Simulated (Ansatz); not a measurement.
The cluster ReSe2⁺. Charge 1, multiplicity 3. Geometry r2SCAN-D4/def2-TZVP; atoms count from 1.

Cartesian coordinates in Å:
```
Re -0.515 -0.322 -0.559
Se 1.565 0.271 -0.986
Se -1.050 0.052 1.546
```

In the def2 sets Re takes a core potential; there is no spin–orbit coupling. The structure comes from a short search, and lower isomers may exist.

Problem. Estimate the Mulliken populations from the PBE0/def2-TZVP orbitals of Ansatz.

Solution. 
```json
{"atom": "Re1", "charge (e)": "0.79", "spin (α − β)": "2.45", "d electrons": "5.26"}
{"atom": "Se2", "charge (e)": "0.11", "spin (α − β)": "-0.22", "d electrons": "–"}
{"atom": "Se3", "charge (e)": "0.11", "spin (α − β)": "-0.22", "d electrons": "–"}
```
Mulliken values and Mayer orders depend strongly on the basis.

Problem. Where does the spin sit?

Solution. Summed by element: Re 2.45, Se -0.45, of 2 unpaired in all. Largest on single atoms: Re1 2.45, Se2 -0.22, Se3 -0.22.

Problem. And the Mayer bond orders between bonded heavy atoms (over 0.3)?

Solution. Re1–Se2 2.28 (2.20 Å); Re1–Se3 2.28 (2.20 Å). Values over 0.3 also appear between atoms too far apart for a bond (Se2–Se3 0.43 at 3.65 Å); they arise where an orbital or an unpaired electron spreads over both atoms.
